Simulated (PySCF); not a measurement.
NO2 (SMILES [O]N=O), doublet, at a GFN2-xTB geometry; DF-TPSSH/def2-TZVP run with PySCF.

Here is a job for PySCF.
```python
from pyscf import gto, scf, dft

mol = gto.Mole()
mol.atom = '''
    O     1.09987865   -0.14484153    0.00060239
    N     0.00419222    0.29484101    0.01046273
    O    -1.10354684   -0.11314435   -0.00975728
'''
mol.basis = 'def2-tzvp'
mol.spin = 1
mol.verbose = 4
mol.build()

mf = dft.UKS(mol)
mf.xc = 'tpssh'
mf = mf.density_fit(auxbasis='def2-universal-jkfit')
mf.kernel()
```

What does PySCF print? Leave out banner, timings and long lists.


```
PySCF version 2.14.0

[INPUT] verbose = 4
[INPUT] num. atoms = 3
[INPUT] num. electrons = 23
[INPUT] charge = 0
[INPUT] spin (= nelec alpha-beta = 2S) = 1
[INPUT] symmetry False subgroup None
[INPUT] Mole.unit = angstrom
[INPUT] Symbol           X                Y                Z      unit          X                Y                Z       unit  Magmom
[INPUT]  1 O      1.099878650000  -0.144841530000   0.000602390000 AA    2.078469418756  -0.273710823163   0.001138352120 Bohr   0.0
[INPUT]  2 N      0.004192220000   0.294841010000   0.010462730000 AA    0.007922147654   0.557168759190   0.019771694215 Bohr   0.0
[INPUT]  3 O     -1.103546840000  -0.113144350000  -0.009757280000 AA   -2.085401293229  -0.213811834042  -0.018438586921 Bohr   0.0

nuclear repulsion = 65.5676698568754
number of shells = 33
number of NR pGTOs = 138
number of NR cGTOs = 93
basis = def2-tzvp
ecp = {}

******** <class 'pyscf.df.df_jk.DFUKS'> ********
method = DFUKS
initial guess = minao
damping factor = 0
level_shift factor = 0
DIIS = <class 'pyscf.scf.diis.CDIIS'>
diis_start_cycle = 1
diis_space = 8
diis_damp = 0
SCF conv_tol = 1e-09
SCF conv_tol_grad = None
SCF max_cycles = 50
direct_scf = False
number electrons alpha = 12  beta = 11
XC library pyscf.dft.libxc version 7.1.2
    S. Lehtola, C. Steigemann, M. J. T. Oliveira, and M. A. L. Marques,  SoftwareX 7, 1–5 (2018)
XC functionals = tpssh
    V. N. Staroverov, G. E. Scuseria, J. Tao, and J. P. Perdew,  J. Chem. Phys. 119, 12129 (2003)
radial grids:
    Treutler-Ahlrichs [JCP 102, 346 (1995); DOI:10.1063/1.469408] (M4) radial grids

becke partition: Becke, JCP 88, 2547 (1988); DOI:10.1063/1.454033
pruning grids: <function nwchem_prune>
grids dens level: 3
symmetrized grids: False
atomic radii adjust function: <function treutler_atomic_radii_adjust>
small_rho_cutoff = 0
Set gradient conv threshold to 3.16228e-05
tot grids = 42072
******** <class 'pyscf.df.df.DF'> ********
auxbasis = def2-universal-jkfit
init E= -205.794240768031

cycle= 1 E= -205.017676804603  delta_E= 0.777  |g|= 0.671  |ddm|= 1.43
cycle= 2 E= -204.497652182356  delta_E= 0.52  |g|= 1.42  |ddm|= 0.91
cycle= 3 E= -205.17106751168  delta_E= -0.673  |g|= 0.0398  |ddm|= 0.613
cycle= 4 E= -205.171515306786  delta_E= -0.000448  |g|= 0.016  |ddm|= 0.0602
cycle= 5 E= -205.171606332895  delta_E= -9.1e-05  |g|= 0.00324  |ddm|= 0.0136
cycle= 6 E= -205.171610097087  delta_E= -3.76e-06  |g|= 0.000871  |ddm|= 0.00392
cycle= 7 E= -205.171610359927  delta_E= -2.63e-07  |g|= 0.000285  |ddm|= 0.000711
cycle= 8 E= -205.171610320941  delta_E= 3.9e-08  |g|= 0.00043  |ddm|= 0.000365
cycle= 9 E= -205.171610391156  delta_E= -7.02e-08  |g|= 3.96e-05  |ddm|= 0.000241
cycle= 10 E= -205.171610392057  delta_E= -9.01e-10  |g|= 7.28e-06  |ddm|= 3.42e-05
Extra cycle  E= -205.171610392107  delta_E= -5.01e-11  |g|= 7.62e-06  |ddm|= 9.2e-06
converged SCF energy = -205.171610392107  <S^2> = 0.75330952  2S+1 = 2.0033068
```
